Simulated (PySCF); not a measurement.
Si(H)(Et)(Vi)(OMe), SMILES C=C[SiH](CC)OC (C5H12OSi), GFN2-xTB optimised geometry.

```
19

Si    -0.22    -0.29     0.00
C     -0.78    -1.28     1.51
C     -1.83    -0.97     2.26
C     -0.94    -1.00    -1.60
C     -0.59    -2.47    -1.77
O     -0.80     1.23     0.00
C     -0.57     2.23     0.94
H      1.25    -0.29     0.00
H     -0.20    -2.16     1.78
H     -2.44    -0.11     2.05
H     -2.13    -1.56     3.12
H     -0.57    -0.44    -2.46
H     -2.03    -0.89    -1.61
H      0.49    -2.61    -1.79
H     -1.00    -2.87    -2.70
H     -0.98    -3.06    -0.95
H     -1.25     3.06     0.74
H     -0.74     1.87     1.96
H      0.46     2.59     0.87
```

Density from CAM-B3LYP/def2-SVP (PySCF) at that geometry.

Minimum of the electron density along straight lines between bonded atoms, close to the bond critical point (lines longer than 1.1 times the sum of covalent radii, or with two minima, are not listed):

| bond | length / Å | ρ at the minimum / e bohr⁻³ | ∇²ρ there / e bohr⁻⁵ | position (fraction from the first atom) |
|---|---|---|---|---|
| Si1–C2 | 1.893 | 0.113 | 0.34 | 0.38 |
| C2–C3 | 1.325 | 0.344 | -0.93 | 0.49 |
| Si1–C4 | 1.896 | 0.116 | 0.31 | 0.38 |
| C4–C5 | 1.522 | ___ | ___ | 0.50 |
| Si1–O6 | 1.628 | 0.128 | 1.07 | 0.41 |
| O6–C7 | 1.395 | 0.260 | ___ | 0.66 |
| Si1–H8 | 1.474 | 0.116 | 0.32 | 0.49 |
| C2–H9 | 1.084 | 0.277 | -1.03 | 0.63 |
| C3–H10 | 1.079 | 0.284 | -1.11 | 0.64 |
| C3–H11 | 1.080 | 0.282 | -1.09 | 0.64 |
| C4–H12 | 1.090 | 0.272 | -0.97 | 0.62 |
| C4–H13 | 1.091 | 0.272 | -0.97 | 0.62 |
| C5–H14 | 1.087 | 0.277 | -1.02 | 0.62 |
| C5–H15 | 1.089 | 0.276 | -1.02 | 0.63 |
| C5–H16 | 1.087 | 0.277 | -1.03 | 0.63 |
| C7–H17 | 1.091 | 0.283 | -1.10 | 0.64 |
| C7–H18 | 1.092 | 0.282 | -1.08 | 0.64 |
| C7–H19 | 1.093 | 0.282 | -1.08 | 0.64 |

**Question.** Some entries are withheld; supply them.

**Answer.** 
- C4–C5, ρ at the minimum / e bohr⁻³: 0.243
- C4–C5, ∇²ρ there / e bohr⁻⁵: -0.55
- O6–C7, ∇²ρ there / e bohr⁻⁵: -0.33
